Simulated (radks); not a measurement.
Q: Excited configurations of Eu53+: one electron is placed in a higher orbital outside [He] 2s2 2p5. The ground configuration is [Ne]. Method: scalar-relativistic Kohn-Sham, LDA (Slater exchange, Perdew-Wang correlation), spin-polarised, spherical densities, finite nucleus; open shells are filled with parallel spins first (spin-orbit coupling, left out, can overturn this in heavy ions); Fermi nuclear charge, rms radius 5.1115 fm; computed with a radial shooting solver on a logarithmic mesh with Libxc functionals. Excitation = E - E(ground); binding = E(ion) - E, where the ion is the core of charge +54; n* = 54/sqrt(2 binding) in atomic units. These energies are relativistic, and a one-electron ion of charge +54 with no core already has n* below n in this formula (scalar-relativistic equation, point nucleus: 3d 2.988, 4p 3.963, 4d 3.983, 5s 4.931, 5f 4.989, 6d 5.979, 7p 6.956, 7d 6.977, 7f 6.986). The quantum defect is therefore taken as that value minus n*, so that it holds no relativistic shift of the bare ion.

| outer orbital | excitation (eV) | binding (eV) | n* | quantum defect | eigenvalue (eV) | <r> (bohr) |
|---|---|---|---|---|---|---|
| 3d | 6561.9 | 4528.1 | 2.960 | 0.028 | -4472.1 | 0.1870 |
| 4d | 8549.3 | 2540.7 | 3.952 | 0.032 | -2516.4 | 0.3779 |
| 5s | 9375.4 | 1714.7 | 4.810 | 0.121 | -1701.3 | 0.6429 |
| 5f | 9490.6 | 1599.4 | 4.981 | 0.009 | -1584.1 | 0.5772 |
| 6d | 9966.7 | 1123.3 | 5.943 | 0.036 | -1114.2 | 0.9256 |
| 7p | 10250.9 | 839.13 | 6.876 | 0.080 | -832.78 | 1.295 |
| 7d | 10266.2 | 823.77 | 6.940 | 0.037 | -817.29 | 1.283 |
| 7f | 10273.8 | 816.23 | 6.972 | 0.014 | -809.45 | 1.239 |

Estimate the row for 4p.

A: excitation (eV) 8461.5; binding (eV) 2628.5; n* 3.885; quantum defect 0.078; eigenvalue (eV) -2606.1; <r> (bohr) 0.4011. The Delta-SCF ionisation energy is 11090.0 eV (NIST Atomic Spectra Database: 10880 eV, theoretical). Self-interaction in the functional shifts the binding energies and quantum defects, so they are the method's values and not measured ones. Open shells are spherical and high-spin; term and fine-structure splittings are not resolved. Spin-orbit splitting is averaged out at the scalar-relativistic level.
